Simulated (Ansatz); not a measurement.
One change: `NB(N)Cl` becomes `CB(N)Cl`.

Ansatz, PBE0-D4/def2-TZVP geometries, multiplicity 1. Each molecule was computed in one conformer, which needn't be the lowest.

```tsv
property	`NB(N)Cl`
LUMO energy (PBE0/def2-TZVPP) / eV	0.74
ideal-gas entropy at 298 K and 1 bar (rigid rotor, harmonic PBE0-D4/def2-TZVP) / J/(mol·K)	296
HOMO energy (PBE/def2-TZVPP) / eV	-5.90
size of the dipole moment (ωB97M-V/def2-TZVPP) / D	2.79
HOMO energy (ωB97M-V/def2-TZVPP) / eV	-9.70
LUMO energy (PBE/def2-TZVPP) / eV	-0.05
```

**Question.** Give the same properties after the change, and the shifts. (Best estimate.)

**Answer.** Computed: 
```json
{"property": "LUMO energy (PBE0/def2-TZVPP) / eV", "`CB(N)Cl`": "0.72", "shift": "-0.02"}
{"property": "ideal-gas entropy at 298 K and 1 bar (rigid rotor, harmonic PBE0-D4/def2-TZVP) / J/(mol·K)", "`CB(N)Cl`": "306", "shift": "10"}
{"property": "HOMO energy (PBE/def2-TZVPP) / eV", "`CB(N)Cl`": "-6.83", "shift": "-0.93"}
{"property": "size of the dipole moment (ωB97M-V/def2-TZVPP) / D", "`CB(N)Cl`": "2.56", "shift": "-0.23"}
{"property": "HOMO energy (ωB97M-V/def2-TZVPP) / eV", "`CB(N)Cl`": "-10.53", "shift": "-0.83"}
{"property": "LUMO energy (PBE/def2-TZVPP) / eV", "`CB(N)Cl`": "-0.30", "shift": "-0.25"}
```

The zero-point energy changes by 27.4 kJ/mol with +3 modes. Dipoles are sizes alone; their direction can turn.
